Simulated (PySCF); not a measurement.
NMR data simulated for an unnamed compound:

1H NMR (400 MHz, computed): δ 7.86 (d, 1H), 4.98 (m, 1H), 4.74 (br, 1H), 2.99 (m, 1H), 2.87 (m, 1H), 2.53 (m, 1H), 2.26 (m, 1H), 2.25 (m, 1H), 2.00 (m, 1H), 1.66 (m, 1H), 1.56 (m, 1H).

13C{1H} NMR (computed): δ 155.7 (CH), 41.8 (CH), 40.6 (CH2), 39.1 (CH), 31.0 (CH2), 30.1 (CH), 19.8 (CH2).

Theoretical values (PySCF): B97-2/pcSseg-1 with gauge-including orbitals, PBE0-D3(BJ)/def2-SVP structure. A single conformation, gas phase, non-relativistic Hamiltonian.

Scale: TMS for 1H (σref 31.38), 13C (σref 183.69) (reference shieldings calculated alike).

Problem. Which of these does the molecule contain: a carboxylic acid, a CH3CH2 unit, an NH or NH2 group, an OH group, an amide?

Solution. 
- A carboxylic acid: no.
- A CH3CH2 unit: no.
- An NH or NH2 group: yes (δH 4.74 (br)).
- An OH group: no.
- An amide: yes (δC 155.7; δH 7.86 (d)).

The data belong to SMILES O=CN[C@@H]1C[C@@H]2CC[C@@H]21, C7H11NO; they needn't prove each group on their own.

Carbon signals by region: 1 in the sp2 and nitrile region (100–160 ppm), 6 below 50 ppm.

Exchangeable OH/NH protons stand at their gas-phase positions; hydrogen bonding in a real sample shifts them, mostly to higher δ. Amide-type NH protons are broadened by 14N but still split neighbouring CH signals. Shifts are as computed. Against solution values, carbons near 30 ppm lie about +1 ppm off and those near 130 ppm about +2 ppm. Of 1211 compounds with measured shifts, 218 miss one by over three times the rms of a fit or turn the order of signals round; such compounds aren't used in these exercises. Hydrogen bonding in solution deshields acid and N–H amide carbonyl carbons by as much as 10 ppm beyond these values. Multiplicities follow the n + 1 count of equivalent neighbours, as no J values were calculated; m marks all less simple cases, F and P coupling included.
